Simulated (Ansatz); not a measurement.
GeH$_{5}$OSi, SMILES `[SiH2][O][GeH3]` radical, relaxed with UKS PBE-D4/def2-SVP in the Gaussian-basis code of Ansatz from a rough embedded geometry. The force threshold is 0.03 eV/Å; the program also tests the step.

Total charge 0; spin multiplicity 2.

Start:

```xyz
8

Si    1.136    0.184    1.233
O     0.695   -1.063    0.243
Ge   -0.575   -0.367   -0.792
H     1.665    1.279    0.501
H     0.041    0.647    2.105
H    -1.797    0.073    0.089
H    -1.104   -1.515   -1.772
H    -0.061    0.762   -1.607
```

Problem. How much energy does the relaxation release, and in how many steps? (An estimate is asked.)

Solution. Ansatz gave: 0.57 eV, in 28 steps, 3 of them rejected.

Problem. Which bonds change most? (Best estimate.)

Solution. Ansatz gave: Si1–H4 from 1.419 to 1.512 Å; Ge3–H8 from 1.484 to 1.546 Å; Ge3–H7 from 1.599 to 1.551 Å; Si1–H5 from 1.473 to 1.520 Å.

Problem. Give the relaxed structure. (Best estimate.)

Solution. Computed: 
```xyz
8

Si    1.233    0.028    1.324
O     0.672    0.224   -0.247
Ge   -0.854   -0.308   -1.054
H     2.481    0.872    1.455
H     0.195    0.497    2.331
H    -2.058    0.111   -0.166
H    -0.806   -1.849   -1.229
H    -0.862    0.424   -2.415
```
